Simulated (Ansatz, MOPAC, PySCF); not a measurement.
Noncovalent pair: hydrogen isocyanide (SMILES [C-]#[NH+]) (first 3 atoms) with hydrogen isocyanide (SMILES [C-]#[NH+]); geometry from B3LYP-D3(BJ)/def2-TZVP, rigid monomers moved along the line of their centres of mass till H3···C4 is 1.85 Å.
(charge 0, multiplicity 1):
```xyz
6

C     -0.2166     0.3936    -1.1305
N     -0.1158     0.3302     0.0263
H     -0.0279     0.2747     1.0361
C      0.1313     0.1747     2.8745
N      0.2315     0.1125     4.0271
H      0.3179     0.0588     5.0205
```

Counterpoise-corrected where a basis set is named; no monomer relaxation. Rows marked so take none.

Cores are frozen in the correlated methods. CBS: X⁻³ extrapolation of the correlation energy, Hartree–Fock from the larger set. Rows in 6-31G* carry no dispersion term and start afresh at each structure (6-31G* with six Cartesian d functions). MP2/6-31G* freezes PySCF's default core. The state reached by AM1, PM3 isn't checked.

Run with Ansatz (Gaussian basis) for Hartree–Fock, density functionals and correlated methods; MOPAC for AM1, PM3 (differences of heats of formation); PySCF for 6-31G* rows. Values without a source in brackets are computed.

```json
[
 {"level": "AM1", "interaction energy (kJ/mol)": "-17.0"},
 {"level": "PM3", "interaction energy (kJ/mol)": "-47.2"},
 {"level": "B3LYP/6-31G*", "interaction energy (kJ/mol)": "-25.6"},
 {"level": "wB97X-V/def2-TZVPPD", "interaction energy (kJ/mol)": "-25.7"},
 {"level": "wB97M-V/def2-TZVPPD", "interaction energy (kJ/mol)": "-24.8"},
 {"level": "MP2/6-31G* (no counterpoise)", "interaction energy (kJ/mol)": "(withheld)"},
 {"level": "MP2/aug-cc-pVDZ", "interaction energy (kJ/mol)": "-27.4"},
 {"level": "CCSD/aug-cc-pVTZ", "interaction energy (kJ/mol)": "(withheld)"},
 {"level": "CCSD(T)/CBS(aug-cc-pVDZ, aug-cc-pVTZ)", "interaction energy (kJ/mol)": "-27.3"}
]
```

### Question
Fill in the missing entries.

### Answer

- MP2/6-31G* (no counterpoise), interaction energy (kJ/mol): -34.7
- CCSD/aug-cc-pVTZ, interaction energy (kJ/mol): -23.6

Ansatz is a quantum-chemistry and plane-wave program.
